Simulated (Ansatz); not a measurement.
Program: Ansatz. Geometries: PBE0-D4/def2-TZVP. ΔE: electronic, gas phase. CCSD(T)/CBS adds triple-zeta CCSD(T) − MP2 to the extrapolated MP2 energy (def2 sets, frozen cores). This one scheme is used for every species. DFT in def2-TZVPP. For Ge outer-core shells are correlated without core-valence functions, which leaves a few kJ/mol of doubt a bond. Scalar relativity is left out up to krypton.

`[SiH3][GeH]([SiH3])[SiH3]` → `[SiH3][GeH2][SiH3]` + `[SiH2]`  (silylene loss)

`[SiH3][GeH]([SiH3])[SiH3]`:

Z-matrix (Å, degrees):
```
Si
Ge 1 2.379
H 1 1.487 2 110.7
H 1 1.487 2 110.6 3 120.8
H 1 1.487 2 109.2 3 -119.6
Si 2 2.379 1 110.0 3 -179.9
Si 2 2.379 1 109.9 3 58.9
H 2 1.543 1 109.0 3 -60.5
H 6 1.487 2 110.6 1 59.0
H 6 1.487 2 109.2 1 -60.6
H 6 1.487 2 110.7 1 179.8
H 7 1.487 2 110.6 1 179.7
H 7 1.487 2 109.2 1 60.1
H 7 1.487 2 110.6 1 -59.5
```

`[SiH3][GeH2][SiH3]`:

```xyz
11

Si    0.411    1.921   -0.349
Ge    0.355   -0.412   -0.812
Si   -0.681   -1.608    0.965
H     1.166    2.164    0.909
H    -0.974    2.432   -0.178
H     1.067    2.668   -1.454
H    -0.419   -0.659   -2.121
H     1.790   -0.933   -1.016
H    -0.720   -3.066    0.675
H    -2.072   -1.118    1.156
H     0.077   -1.390    2.226
```

`[SiH2]`:

Z-matrix (Å, degrees):
```
Si
H 1 1.525
H 1 1.525 2 91.2
```

```
                    species  BHLYP energy (Eh)
`[SiH3][GeH]([SiH3])[SiH3]`        -2951.49750
       `[SiH3][GeH2][SiH3]`        -2660.78575
                   `[SiH2]`         -290.61569
```

Q: Work out ΔE.

A: ΔE = (-2660.78575) + (-290.61569) − (-2951.49750) = 0.09606 Eh = +252.2 kJ/mol. CCSD(T)/CBS gives +265.3 kJ/mol.

Largest T1 diagnostic among the species: 0.014.

In def2-TZVPP, CCSD(T) changes the Hartree–Fock value by +23.6 kJ/mol (the triples alone add +6.0 kJ/mol) and MP2 by +44.1 kJ/mol. From PBE to PBE0 (25 % exact exchange), in def2-TZVPP and without D4, ΔE moves by +7.5 kJ/mol.
